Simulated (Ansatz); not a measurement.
Two structures of Si₂H₇ClO₃F₂, closed shell, reached by relaxing down either side of one saddle point (PBE0-D4/def2-TZVP). Energies are electronic, without zero-point energy. Ansatz 0.2.0; basis: def2-TZVPP and def2-QZVPP; cores frozen in the correlated methods. Extrapolation: Hartree–Fock as exp(−7.88 √X), correlation as X^−2.97. First:

Si1  (-1.322, 0.314, 0.327)
O2  (0.128, 0.228, -0.458)
Si3  (0.476, 0.770, -1.992)
F4  (-2.031, -1.080, 0.612)
F5  (-2.218, 0.718, -0.963)
Cl6  (-1.791, 2.024, 1.395)
H7  (0.465, -0.789, 1.793)
O8  (-0.294, -0.173, 1.988)
H9  (1.450, -1.192, 0.196)
O10  (1.665, -1.614, 1.041)
H11  (0.163, 2.212, -2.123)
H12  (1.938, 0.554, -2.145)
H13  (-0.244, -0.022, -3.016)
H14  (0.043, 0.610, 2.434)
H15  (1.571, -2.561, 0.911)
(Å)

Second:

Si1  (-1.281, 0.071, 0.738)
O2  (0.152, -0.011, -0.315)
Si3  (0.701, 1.037, -1.573)
F4  (-0.759, -1.349, 1.394)
F5  (-2.596, -0.570, 0.116)
Cl6  (-1.686, 1.981, -0.382)
H7  (2.319, -2.106, 0.576)
O8  (-1.226, 0.852, 2.166)
H9  (0.743, -0.835, -0.153)
O10  (1.444, -2.130, 0.181)
H11  (1.127, 2.347, -1.054)
H12  (1.920, 0.265, -1.946)
H13  (-0.215, 1.057, -2.724)
H14  (-1.464, 1.780, 2.098)
H15  (0.821, -2.389, 0.877)
(Å)

Which bonds change from the first to the second?

Si₂H₃ClOF₂ ([F][Si]([F])([Cl])[O][SiH3]) + H₂O + H₂O → SiHClOF₂ ([OH][Si]([F])([F])[Cl]) + SiH₄O ([OH][SiH3]) + H₂O; bonds formed: O2–H9, H7–O10; dative contacts that become bonds: Si1–O8; bonds broken: H7–O8, H9–O10.

Give the saddle point's structure and its height above each. (An estimate is asked for; the value comes from the calculation.)

The calculation gives: 15.56 kcal/mol above the first and 8.19 kcal/mol above the second (CCSD(T) at an estimated basis limit (MP2 extrapolated from triple and quadruple zeta, plus CCSD(T) − MP2 in triple zeta)).
```
15
angstrom
Si -1.2180 -0.1149 0.4122
O 0.1133 -0.1694 -0.6761
Si 0.6004 0.8933 -1.8863
F -1.1669 -1.7593 0.5466
F -2.7223 -0.1408 -0.1053
Cl -1.2675 2.0986 0.3269
H 0.7622 -0.8060 1.6813
O -0.5471 -0.0229 1.9745
H 0.9840 -0.8389 0.1098
O 1.4337 -1.2582 1.0350
H 1.3800 2.0169 -1.3245
H 1.4926 0.0631 -2.7351
H -0.5733 1.3418 -2.6594
H -0.4711 0.8944 2.2593
H 1.1998 -2.1980 1.0412
```

T1 diagnostic: at most 0.012.

Labels in which every atom is bracketed show which atoms are joined, not bond orders.

For scale, one of the runs: CCSD(T)/def2-TZVPP, 379 basis functions, launched by `ansatz run in.yaml --threads 4 --pin off --events-out ev --progress --plain --max-ram 66560MiB --backend cuda --devices 0, --max-vram 37GiB`. The run took 31 s on 4 CPU threads of an AMD EPYC 7R13 and a share of one NVIDIA H100 (shared host), with 0.92 GiB of host memory at its peak.
